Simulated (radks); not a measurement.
Values are calculated unless marked as measured or tabulated.
Removal energies from neutral magnesium, [Ne] 3s2, by Delta-SCF beside the eigenvalue of the level emptied. Code: a radial shooting solver on a logarithmic mesh with Libxc functionals. Model: Dirac Kohn-Sham, PBE, spin-unpolarised, spherical densities, finite nucleus; Fermi nuclear charge, rms radius of each element as measured or else 0.836 A^(1/3) + 0.57 fm. Sub-shells are occupied by j as written (lower j first in brackets).

removed from              final configuration  Delta-SCF (eV)  -eigenvalue (eV)
3s1/2                                [Ne] 3s1           7.960             4.705
2p3/2         [He] 2s2 2p(1/2: 2, 3/2: 3) 3s2          58.436            46.512
2p1/2         [He] 2s2 2p(1/2: 1, 3/2: 4) 3s2          58.755            46.801
2s1/2                        [He] 2s1 2p6 3s2          91.470            79.840
